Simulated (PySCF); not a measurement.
In(vinyl)(OH)2 (C2H5InO2), SMILES [CH](=C)[In]([OH])[OH].

Coordinates come from a PBE0-D3(BJ)/def2-SVP optimisation. The structure was generated by enumeration; whether it is a known compound was not checked. The def2 effective core potentials stand for the cores of In; spin–orbit coupling is left out. One conformer was computed; it need not be the lowest.

Calculation: HF/def2-TZVP (PySCF).

Symmetry labels are those of the subgroup Cs that the program uses (full group Cs).

Q: List the valence orbital energies around the gap with their symmetry. (Estimate from the structure and the level; the computed values follow.)

A: 
```
orbital  symmetry  energy (eV)
-------  --------  -----------
HOMO−7         A'       -16.66
HOMO−6         A'       -15.81
HOMO−5         A'       -14.01
HOMO−4         A"       -12.90
HOMO−3         A'       -12.60
HOMO−2         A"       -12.45
HOMO−1         A'       -11.45
HOMO           A"       -10.83
LUMO           A"         1.40
LUMO+1         A'         1.99
LUMO+2         A'         2.25
LUMO+3         A'         2.74
```
